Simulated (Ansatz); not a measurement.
A search over several starts for the lowest SCF solution of Mg₄H₈⁺ at the given spin, in a small basis.

```yaml
crystal:
  periodic: [false, false, false]
  atoms:
    - {symbol: Mg, position_ang: [1.393128, 1.478868, 0.803154]}
    - {symbol: Mg, position_ang: [-0.688483, -1.046555, -1.789823]}
    - {symbol: Mg, position_ang: [0.434886, -1.339177, 0.958134]}
    - {symbol: Mg, position_ang: [-1.468776, 0.705840, 0.492398]}
    - {symbol: H, position_ang: [-2.177008, -0.039907, -0.989981]}
    - {symbol: H, position_ang: [-1.165276, -0.714296, 1.631605]}
    - {symbol: H, position_ang: [0.285854, 0.174937, -0.398812]}
    - {symbol: H, position_ang: [2.655176, 2.558130, 0.405737]}
    - {symbol: H, position_ang: [-0.469096, -1.221552, -3.475085]}
    - {symbol: H, position_ang: [-0.030600, -2.344021, -0.466411]}
    - {symbol: H, position_ang: [-0.456748, 2.045602, 1.152151]}
    - {symbol: H, position_ang: [1.686943, -0.257888, 1.676952]}
basis:
  gaussian: {orbitals: def2-SVP}
total_charge: 1
magnetization: {spin_polarized: true, initial_magnetization: 1}
hamiltonian: {xc: pbe0, dispersion: d4}
output: {orbitals: {seedname: orbitals}}
```

```sh
$ ansatz run in.yaml --threads 4 --pin off --events-out ev --progress --plain --max-ram 3916MiB
```

It prints (some lines left out):

```
Functional definition: PBE0
984 factors; integrals over basis functions are off by at most 5.5e-4 eV
mean field evaluation 1: about -21877.1150 eV, gradient 1.3e1 eV
mean field evaluation 2: about -21876.3325 eV, gradient 1.2e1 eV
mean field evaluation 4: about -21878.1574 eV, gradient 6.3e0 eV
mean field evaluation 8: about -21879.1952 eV, gradient 5.8e-1 eV
mean field evaluation 16: about -21879.1999 eV, gradient 1.7e-2 eV
mean field evaluation 32: about -21879.2237 eV, gradient 1.6e0 eV
mean field -21879.26111632 eV, -804.0480157288 hartree, gradient 4.8e-6 eV, S^2 0.764206; 7 other end points of the search recorded, 0 dependent functions left out
reference -21879.26117791 eV, -804.0480179922 hartree; 28, 27 occupied and 84, 85 virtual orbitals, 984 factors
Total energy: -21879.53051857 eV, -804.0579160791 hartree
```

It took 7.5 s on 4 threads of AMD EPYC 7B13 on a shared host.

Other converged states that the search met: 0.06 eV higher (⟨S²⟩ = 0.77).

The structure comes from a short search, and lower isomers may exist.
